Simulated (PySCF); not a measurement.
## Calculated data, CH₄BClN

Calculation on a computer-drawn molecule: the log of a Hartree-Fock and frozen-core CCSD(T) single point meant for a local Hartree-Fock minimum, with one planted fault or none, to be diagnosed. Offsets are logged minus clean, where the clean run is the same molecule without the fault. The reference is restricted for singlets and unrestricted otherwise, and also for a bond in bohr or an excited solution. Adding or removing an electron swaps singlet and doublet. The excited solution moves the top pair (singlet) or top alpha electron (doublet) to the lowest empty orbital. Highest occupied and lowest empty are orbital energies over both spins, largest force is the largest gradient component, triples share is (T) over the correlation energy, the T1 limit is 0.02 restricted and 0.045 unrestricted, electrons count all cores, a negative frequency is imaginary (commonest isotopes), and the dipole is about the centre of nuclear charge. Program: PySCF 2.14.0.

### CH₄BClN

Logged structure:
```xyz
8
CH4BClN
C      0.1330     0.0071    -1.6632
N     -0.9209    -0.8756    -1.9018
B     -1.9786    -0.7739    -2.8022
Cl    -2.1742     0.6620    -3.8430
H      0.7327    -0.1580    -0.7810
H      0.0956     0.9767    -2.1319
H     -0.8825    -1.7179    -1.3637
H     -2.7801    -1.6513    -2.8910
```

- meant charge: 0
- meant multiplicity: 2
- meant basis: cc-pV(D+d)Z
- logged electrons: 40
- logged basis functions: 85
- logged SCF converged: yes
- logged spin squared: 0
- logged highest occupied: 0.59203 eV
- logged lowest empty: 9.6972 eV
- logged largest force: 0.034533 hartree/bohr
- logged T1 diagnostic: 0.020351
- logged D1 diagnostic: 0.093743
- logged triples share: 0.032397
- logged CC converged: yes
- logged dipole magnitude: 2.6544 debye
- logged SCF stable within its kind: yes
- logged energy HF: -578.80691 hartree
- logged energy CCSD(T): -579.42558 hartree
- possible faults: no fault, one electron removed, one electron added, multiplicity raised by two, geometry at a saddle point, SCF held on an excited solution, minimal basis STO-3G, one bond length entered in bohr, all coordinates scaled
- planted fault: one electron added
- HF energy offset from clean run: 49.84 kcal/mol
- CCSD(T) energy offset from clean run: 18.04 kcal/mol

Drawn bonds:
```
atom  other atom  order
   1           2      1
   2           3      1
   3           4      1
   1           5      1
   1           6      1
   2           7      1
   3           8      1
```

Notes: T1 above single-reference limit; highest electron not bound in this basis.
